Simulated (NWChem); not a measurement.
GeSiH₆O₂; SMILES [GeH]([OH])([OH])[SiH3]

```xyz
10

O     -1.5108    -0.9557     0.4649
Ge     0.0045    -0.4045    -0.2986
O      1.3829    -1.2630     0.4397
Si     0.0549     1.9426     0.1242
H     -1.6745    -1.8954     0.3239
H      0.0781    -0.8577    -1.7689
H      1.4869    -1.0564     1.3750
H      0.0903     2.1756     1.5996
H     -1.1518     2.6013    -0.4580
H      1.2833     2.5299    -0.4909
```
Atoms are numbered in this order, from 1.

Program: NWChem. Medium grid unless said otherwise, to which SCAN and Minnesota functionals are sensitive. All runs use the structure optimised with PBE0/def2-SVP. Hybrids' shares of exact exchange are those that their runs print; pure functionals count as 0. The functionals differ in more than this share.

```csv
row,share of exact exchange,orbital gap (eV)
PBE/def2-SVP,0.00,5.86
r2SCAN/def2-SVP,0.00,6.51
TPSSh/def2-SVP,0.10,withheld
B3LYP/def2-SVP,0.20,7.67
M06-2X/def2-SVP,0.54,10.08
```

Task: Fit a straight line of the last column on the one before it, predict the withheld value, and compare with the run.

Result: 
1. Means of the 4 shown rows: x = 0.185, y = 7.530. Slope Σ(x − x̄)(y − ȳ)/Σ(x − x̄)² = 1.405/0.1947 = 7.216; intercept 6.195.
2. The shown rows scatter about the line by 0.231 (root mean square); the largest residual is -0.33, at PBE/def2-SVP.
3. At x = 0.10 (TPSSh/def2-SVP; inside the shown range) the line gives 6.92.
4. The run gives 7.07, +0.15 from the line, 0.7 times the scatter.
